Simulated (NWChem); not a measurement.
System: C₂H₄AlClO; SMILES [Cl][Al]([OH])[CH]=C

NWChem input:

```
start job
memory heap 200 mb stack 900 mb global 1100 mb
geometry units angstroms noautosym nocenter noautoz
  Al     0.210084     0.182402     0.117801
  Cl    -1.786656     0.405972     0.805269
  C      0.678237    -1.125874    -1.220716
  C      1.943126    -1.264742    -1.652224
  H     -0.076563    -1.782842    -1.656675
  H      2.226778    -1.998963    -2.407824
  H      2.758110    -0.651089    -1.271408
  O      1.432053     1.184204     0.764805
  H      1.237497     1.850458     1.435343
end
basis spherical
  * library 6-31g*
end
dft
  xc hfexch
  iterations 150
end
property
  efieldgrad
end
task dft property
```

Geometry: optimised at B3LYP/6-31G* (spherical d).

Vzz is the largest principal value of the second derivative of the potential at the nucleus (NWChem prints the opposite sign); η is the asymmetry. Non-relativistic.

Atoms are numbered as in the input.

Q: Give the results of this calculation. (Hartree-Fock/6-31G* (spherical d).) Quantities: Vzz Al1 (a.u.); η Al1; Vzz Cl2 (a.u.); η Cl2; Vzz O8 (a.u.); η O8.

A: 
```
Item            Value
--------------  -----
Vzz Al1 (a.u.)  0.852
η Al1            0.74
Vzz Cl2 (a.u.)  1.167
η Cl2            0.27
Vzz O8 (a.u.)   1.394
η O8             0.22
```
